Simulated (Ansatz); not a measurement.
Cost and result for the atomization energy of H$_{6}$O$_{4}$Si$_{2}$, SMILES `O[SiH2]O[SiH](O)O` (12 atoms, 11 bonds).

```csv
atom,x (Å),y (Å),z (Å)
O1,-1.877,0.616,0.274
Si2,-1.369,-0.956,0.155
O3,0.245,-0.901,0.025
Si4,1.476,0.185,0.096
O5,0.847,1.681,-0.084
O6,2.583,-0.095,-1.062
H7,-2.659,0.805,0.793
H8,-1.783,-1.696,1.373
H9,-1.931,-1.590,-1.059
H10,2.185,0.000,1.372
H11,-0.103,1.745,0.067
H12,2.386,0.208,-1.950
```

Charge 0, multiplicity 1. The geometry is a stationary point of PBE0-D4/def2-TZVP. It is one conformer, not always the lowest. Program: Ansatz. All runs use 2 threads of an AMD EPYC 7R13 on a shared host and a share of an NVIDIA H100 80 GB. Times are those of one run each, without the atoms' runs, and a repeat can differ threefold. Electronic energies, without spin–orbit coupling; frozen cores. CCSD(T)/CBS adds CCSD(T) − MP2 in def2-TZVPP to the MP2 limit, and its time is that of the two runs behind it. T1 = 0.012. B3LYP takes the VWN-RPA correlation (the form of Gaussian; ORCA's B3LYP/G).

CCSD(T)/CBS is a level of theory with its own doubt, some kJ/mol a heavy atom from the limit and from the frozen cores, so smaller differences don't rank the functionals.

```csv
level,functions,wall time,atomization (kcal/mol),difference from CCSD(T)/CBS,per bond
ωB97M-V/def2-TZVPP (with forces),292,8.1 s,1134.8,-5.7,-0.5
MP2/def2-QZVPP,548,11 s,1156.4,15.9,1.4
ωB97X-V/def2-TZVPP,292,14 s,1133.7,-6.8,-0.6
B2PLYP/def2-TZVPP,292,14 s,1118.0,-22.5,-2.0
B3LYP-D4/def2-TZVPP (with forces),292,14 s,1123.9,-16.6,-1.5
PBE-D4/def2-TZVPP (with forces),292,16 s,1134.0,-6.5,-0.6
PBE0-D4/def2-TZVPP,292,16 s,1110.9,-29.6,-2.7
r2SCAN-D4/def2-TZVPP (with forces),292,18 s,1131.0,-9.5,-0.9
CCSD(T)/def2-TZVPP,292,19 s,1103.5,-37.0,-3.4
CCSD(T)/CBS(def2),–,29 s,1140.5,0.0,0.0
```

From PBE to PBE0 (25 % exact exchange), in def2-TZVPP and without D4, the atomization energy moves by −22.0 kcal/mol: exact exchange takes away binding that semilocal exchange gives to molecules. The D4 term adds +10.6 kcal/mol with B3LYP and +5.6 kcal/mol with PBE0; it sums over pairs of atoms, weighted by their polarisabilities, and B3LYP, whose exchange is more repulsive, gets the larger term. In def2-TZVPP, CCSD(T) changes the Hartree–Fock value by +292.2 kcal/mol (the triples alone add +16.2 kcal/mol) and MP2 by +322.6 kcal/mol; breaking electron pairs costs correlation energy, which Hartree–Fock lacks.
